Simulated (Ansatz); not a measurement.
H6AlSi2, SMILES `[SiH3][Al-][SiH3]` (lower singlet) (charge -1, multiplicity 1). This singlet lies 0.60 eV below the relaxed triplet at the level frozen-core CCSD(T)/aug-cc-pVTZ // B3LYP-D3(BJ)/def2-TZVPD (Ansatz, a first-principles code).

Z-matrix (Å, degrees):
```
Si
H 1 1.5088
H 1 1.5105 2 101.60
H 1 1.5105 2 102.50 3 104.88
Al 1 2.5837 2 122.17 3 -133.54
Si 5 2.5835 1 86.09 2 -35.73
H 6 1.5087 5 122.00 1 -36.61
H 6 1.5104 7 102.52 2 -73.35
H 6 1.5105 7 101.61 8 -104.90
```
Charge -1, spin multiplicity 1.

Frozen-core energies in aug-cc-pVDZ from Ansatz at a geometry from B3LYP-D3(BJ)/def2-TZVPD; the HF reference has <S^2> = 0.00 (restricted, and unstable towards unrestricted orbitals) and the T1 diagnostic is 0.017.

| level | energy (Ha) | difference from CCSDT(Q) (mHa) |
|---|---|---|
| HF | -823.25563 | 382.94 |
| MP2 | -823.55508 | 83.49 |
| CCSD | -823.62299 | 15.58 |
| CCSD(T) | -823.63571 | 2.86 |
| CCSDT | -823.63783 | 0.74 |
| CCSDT(Q) | -823.63857 | 0.00 |
